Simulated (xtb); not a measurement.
prop-2-enylboronamidic acid (C₃H₈BNO), SMILES C=CCB(N)O. All values are semi-empirical tight-binding results from xtb (GFN2-xTB unless named), good for trends rather than for accurate numbers. Geometry: GFN2-xTB. One conformer was computed; it need not be the lowest.

| Property | Result |
|---|---|
| orbital gap | 5.17 eV |
| dipole moment | 2.82 D |
| zero-point energy | 71.0 kcal/mol |
| G − E(el) at 298.15 K (modified RRHO) | 51.3 kcal/mol |
| static polarisability (D4 model) | 64.0 bohr³ |
| solvation energy, GFN2-xTB/ALPB(water) | -6.2 kcal/mol |
| solvation energy, GFN2-xTB/ALPB(hexane) | -4.9 kcal/mol |

Computed IR lines (harmonic; lines under 4 % of the strongest left out, lines within 3 cm⁻¹ merged):
ν (cm⁻¹): 477 (m), 524 (w), 568 (s), 828 (w), 853 (w), 884 (w), 955 (m), 969 (m), 1210 (w), 1265 (s), 1298 (w), 1352 (vs), 1535 (m), 1712 (w), 2976 (w), 2990 (w), 3042 (w), 3092 (w), 3114 (m) (against the strongest line: vs over 80 %, s over 45 %, m over 15 %, w over 4 %, vw less)
